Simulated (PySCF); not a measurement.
**Dipole response of Ge⁺ (germanium, charge +1)**

[Ar] 3d10 4s2 4p1, 2P determinant. Computed with PySCF 2.14 in aug-cc-pV5Z-PP with ECP10MDF (8s7p6d4f3g2h, 136 functions), with a scalar-relativistic core potential. Coupled (time-dependent) response in atomic units; α is the mean over directions.

| method | mean α (bohr³) | α xx, yy, zz | C₆ (like pair) | S(−4) |
| --- | --- | --- | --- | --- |
| PW91 | 18.96 | 17.42, 22.04, 17.42 | 108.6 | 141.8 |

S(−4) is the Cauchy moment in α(ω) = α(0) + S(−4) ω² + …

Spin-orbit coupling is absent.

α(iu) at PW91:

| u (hartree) | α(iu) (bohr³) |
| --- | --- |
| 0 | 18.96 |
| 0.0500 | 18.62 |
| 0.100 | 17.67 |
| 0.200 | 14.79 |
| 0.300 | 11.79 |
| 0.500 | 7.419 |
| 0.750 | 4.531 |
| 1.00 | 3.069 |
| 1.50 | 1.737 |
| 2.00 | 1.158 |
| 3.00 | 0.6504 |
| 5.00 | 0.3025 |

A single London oscillator, α(iu) = α/(1 + u²/ω²), gives C₆ = (3/4) ω α². Matching the computed C₆ needs ω = 4 × 108.6 / (3 × 18.96²) = 0.403 hartree.

For an ion, C₆ is the dispersion term alone; charge-induced terms of lower order in 1/R come first.

The components differ because the open shell of this determinant is not spherical; for a pure term their mean is the scalar polarisability.

Energies and moments cover only the electrons outside the core potential.
